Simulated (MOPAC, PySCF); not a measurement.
Ligand exchange on a metal centre used in film growth or etching (Mo OH-NH2). All species are isolated molecules in the gas phase. One relaxed conformer stands for each flexible species; it need not be the lowest.

Quantity: redistribution energy (mixed species minus the weighted end members), in eV. Semi-empirical values (MOPAC) are differences of heats of formation.

Level 1: PBE-D3(BJ)/def2-TZVP // TPSS-D3(BJ)/def2-SVP (PySCF)
Level 2: B3LYP/6-31G* (LANL2DZ on Mo) // TPSS-D3(BJ)/def2-SVP (PySCF)
Level 3: PBE/6-31G* (LANL2DZ on Mo) // TPSS-D3(BJ)/def2-SVP (PySCF)
Level 4: PM7 // TPSS-D3(BJ)/def2-SVP (MOPAC)

```tsv
species	level 2	level 3	level 4
5 of 6 OH replaced by NH2: [Mo(OH)(NH2)5]	-0.220	-0.159	-0.120
4 of 6 OH replaced by NH2: [Mo(OH)2(NH2)4]	-0.193	-0.139	-0.171
2 of 6 OH replaced by NH2: [Mo(OH)4(NH2)2]	-0.146	-0.121	-0.259
1 of 6 OH replaced by NH2: [Mo(OH)5(NH2)]	-0.120	-0.102	-0.147
3 of 6 OH replaced by NH2: [Mo(OH)3(NH2)3]	-0.313	-0.265	-0.215
```

Problem. What does level 1 give for each?

Solution. 
- 5 of 6 OH replaced by NH2: [Mo(OH)(NH2)5]: -0.151
- 4 of 6 OH replaced by NH2: [Mo(OH)2(NH2)4]: -0.128
- 2 of 6 OH replaced by NH2: [Mo(OH)4(NH2)2]: -0.064
- 1 of 6 OH replaced by NH2: [Mo(OH)5(NH2)]: -0.069
- 3 of 6 OH replaced by NH2: [Mo(OH)3(NH2)3]: -0.198
